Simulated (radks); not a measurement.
Valence configurations of the sulfur ion S+ (all share [Ne]). All-electron calculation, scalar-relativistic Kohn-Sham, PBE, spin-polarised, spherical densities, finite nucleus; open shells are filled with parallel spins first; Fermi nuclear charge, rms radius 3.2611 fm. Program: a radial shooting solver on a logarithmic mesh with Libxc functionals. Energies are relative to 3s2 3p3; eigenvalues in eV for spin up.

| valence | E (eV) | moment (Bohr magnetons) | e(3p) | e(3s) |
|---|---|---|---|---|
| 3s2 3p3 | 0.000 | 3 | -17.909 | -28.818 |
| 3s1.5 3p3.5 | 5.368 | 3 | -18.240 | -29.225 |
| 3s1 3p4 | 10.739 | 3 | -18.570 | -29.627 |
| 3p5 | 23.967 | 1 | -18.391 | - |

NIST lists [Ne] 3s2 3p3 as the ground configuration; this level of theory agrees among the configurations tried. The energies are those of spherical high-spin densities, not of single terms.
